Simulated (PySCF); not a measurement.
## Cu: excitation energy

Cu [Ar] 3d10 4s1 (2S) → Cu [Ar] 3d9 4s1 5s1 (4D), as a difference of total energies. Computed with PySCF 2.14 in aug-cc-pVTZ-PP with one added diffuse shell each of s, p, d, f, g type with ECP10MDF (7s7p6d4f3g, 113 functions), with a scalar-relativistic core potential. Correlated levels: valence: 3s2 3p6 frozen. The calculations carry no spin-orbit coupling.

```json
{"method": "UHF", "excitation energy (eV)": "4.670"}
{"method": "LDA", "excitation energy (eV)": "8.648"}
{"method": "PBE", "excitation energy (eV)": "7.953"}
{"method": "PBE0", "excitation energy (eV)": "7.321"}
{"method": "r2SCAN", "excitation energy (eV)": "7.514"}
{"method": "wB97X", "excitation energy (eV)": "7.752"}
{"method": "LC-wPBE", "excitation energy (eV)": "7.719"}
{"method": "wB97M-V", "excitation energy (eV)": "7.399"}
{"method": "MP2 (valence)", "excitation energy (eV)": "8.418"}
{"method": "SCS-MP2 (valence)", "excitation energy (eV)": "8.031"}
```

Task: How much does correlation contribute at MP2 (valence)?

Result: 8.418 − (4.670) = 3.748 eV, measured against UHF.

The upper state lies above the first ionisation limit, but in LS coupling its spin forbids autoionisation to the ground ion. A Rydberg-like electron needs more diffuse functions than a valence basis has.

The promoted electron is Rydberg-like, and one or two diffuse shells describe it only roughly, which tends to raise the upper state.
